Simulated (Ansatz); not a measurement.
Reaction (ligand exchange at the Si–Se bond): `[SiH3][Se][GeH3]` + `[OH][Cd][F]` → `[F][Cd][O][SiH3]` + `[GeH3][SeH]`

Gas-phase electronic energies from Ansatz, PBE0-D4/def2-TZVP geometries. CBS: MP2 limit from def2 TZ/QZ plus the TZ coupled-cluster correction, frozen cores. Functionals use def2-TZVPP. def2 core potentials past Kr. For Cd, Ge, Se outer-core shells are correlated without core-valence functions, which leaves a few kJ/mol of doubt a bond. Scalar relativity is left out up to krypton. One conformer a species, not always the lowest.

```csv
species,BHLYP energy (Eh)
`[SiH3][Se][GeH3]`,-4771.66759
`[OH][Cd][F]`,-343.36343
`[F][Cd][O][SiH3]`,-634.11096
`[GeH3][SeH]`,-4480.94037
```

(1) Work out ΔE.

(2) What do rigid-rotor, harmonic-oscillator terms from PBE0-D4/def2-TZVP frequencies (298.15 K, 1 bar) make of the CCSD(T)/CBS value? (An estimate is asked.)

Largest T1 diagnostic among the species: 0.017.

Answers

(1) ΔE = (-634.11096) + (-4480.94037) − (-4771.66759) − (-343.36343) = -0.02031 Eh = -0.55 eV. CCSD(T)/CBS gives -0.36 eV.

(2) Computed: ΔZPE = -0.05 eV, ΔH = -0.42 eV, ΔS = 1 J/(mol·K), ΔG = -0.42 eV. Modes under 50 cm⁻¹ make the entropy rough.

Leaving LDA and LC-ωPBE aside and taking each functional with its dispersion term where it has one, the values, not all of them listed here, spread over 0.29 eV, from CAM-B3LYP-D4 to revPBE-D4. From BLYP to BHLYP (50 % exact exchange), in def2-TZVPP and without D4, ΔE moves by −0.14 eV. The D4 term adds +0.05 eV with B3LYP and +0.03 eV with PBE0; it sums over pairs of atoms, weighted by their polarisabilities, and B3LYP, whose exchange is more repulsive, gets the larger term.

B3LYP here is the variant with VWN-RPA as its local correlation; programs differ in this.
